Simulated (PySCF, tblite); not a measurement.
Species: C4H14N2Si2.
Cartesian coordinates in Å at the GFN2-xTB level; atoms count from 1:
```xyz
22
C4H14N2Si2 angstrom
C     -0.8162    1.8561    0.1574
C     -0.8720    0.3707   -0.1266
Si     0.7264   -0.5681    0.3118
N      0.4160   -2.2215   -0.1129
N      1.0113   -0.7224    2.0159
Si     2.5807    0.4762   -0.5898
C     -1.6998   -0.0502   -1.3082
C     -2.1962   -0.3123    0.0769
H     -0.0259    2.3268   -0.4279
H     -1.7585    2.3432   -0.0897
H     -0.6079    2.0369    1.2119
H      0.1952   -2.4342   -1.0715
H      1.0630   -2.9080    0.2394
H      1.2856    0.0978    2.5304
H      0.3461   -1.2523    2.5579
H      2.8147    1.8187   -0.0427
H      3.8287   -0.2624   -0.3677
H      2.4835    0.6547   -2.0454
H     -1.3781   -0.8921   -1.9024
H     -2.1862    0.7217   -1.8883
H     -3.0275    0.2737    0.4439
H     -2.1934   -1.3334    0.4269
```

The calculation used PBE0/pcSseg-1 in PySCF (dipole) on a GFN2-xTB geometry, gas phase.

Masses are those of the commonest isotopes; rigid-rotor values at the optimised geometry. The values belong to one conformer with, in the numbering `[CH3:1][C:2]1([Si:3]([NH2:4])([NH2:5])[SiH3:6])[CH2:7][CH2:8]1`, C1–C2–Si3–N4 180°, C2–Si3–N4–H 60° and -166°, C2–Si3–N5–H -72° and 63°.

Question: What are A, B and C (GHz)?

Answer: Ia = 288.31, Ib = 477.28, Ic = 552.32 u·Å²; 505379 MHz·u·Å²/I gives 1753, 1059 and 915.0 MHz, that is A = 1.7529, B = 1.0589, C = 0.9150 GHz.

Question: Classify the top.

Answer: An asymmetric top: κ = (2 × 1059 − 1753 − 915.0)/(1753 − 915.0) = -0.66.

Question: What does the inertial defect say?

Answer: Not planar: Δ = Ic − Ia − Ib = -213.27 u·Å². For a rigid frame Δ = −2 Σ m c², so Σ m c² = 106.63 u·Å² lies off the ab plane: 28.56 from hydrogen and 78.07 from heavier atoms. The atom farthest from that plane is 2.36 Å away.

Question: Which types of transition are allowed, and where do some lines up to J = 5 fall?

Answer: The dipole components are |μa| = 0.72 D, |μb| = 0.60 D, |μc| = 0.27 D. Intensities carry the squares of the components, which stand as 1.00 : 0.70 : 0.14 (a : b : c). Some lines, for components of 0.1 D or more:

```
type  branch         J(Ka,Kc)    MHz  lower level (cm⁻¹)
   c       Q  2(1,2) ← 2(0,2)    570               0.197
   a       Q  5(2,3) ← 5(2,4)    599               1.088
   b       Q  2(1,1) ← 2(0,2)   1002               0.197
   b       Q  4(1,3) ← 4(0,4)   1705               0.649
   a       R  1(0,1) ← 0(0,0)   1974               0.000
   b       Q  2(2,1) ← 2(1,2)   2514               0.216
   b       Q  4(4,1) ← 4(3,2)   5330               0.890
   a       R  4(2,2) ← 3(2,1)   8061               0.501
   a       R  4(1,3) ← 3(1,2)   8137               0.435
   b       R  5(1,4) ← 4(2,3)   8499               0.760
   c       R  3(3,1) ← 2(2,1)   9763               0.300
   c       R  5(2,3) ← 4(1,3)  12046               0.706
   c       R  5(4,2) ← 4(3,2)  15244               0.890
```

Its lowest GFN2-xTB frequency is 13 cm⁻¹, too small to tell a flat minimum from a shallow saddle. Constants of a rigid frame at the computed geometry: no zero-point averaging, no centrifugal distortion. A rigid rotor knows nothing of inversion at nitrogen or internal rotation, which can split or shift real lines. Quadrupole hyperfine structure (14N) is left out.
